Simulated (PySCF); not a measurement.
# Electron correlation in Mg (magnesium, neutral)

[Ne] 3d2, high-spin 3F determinant (an excited configuration). Computed with PySCF 2.14 in aug-cc-pCVDZ, with no relativity, point nucleus. Frozen: [Ne]; 2 electrons correlated.

With two correlated electrons CCSD is exact within the correlated space (frozen core and kept virtual orbitals).

```json
{"level": "CCSD", "correlation energy (mhartree)": "-0.38"}
```

Diagnostics: T1 = 0.0010, D1 = 0.0015, largest double amplitude 0.025.

The outer electron is Rydberg-like, and this basis confines it to a smaller radius and binds it less than a complete one would.

Cost of the coupled-cluster step: roughly 0.11 core-seconds, for 2 correlated electrons.
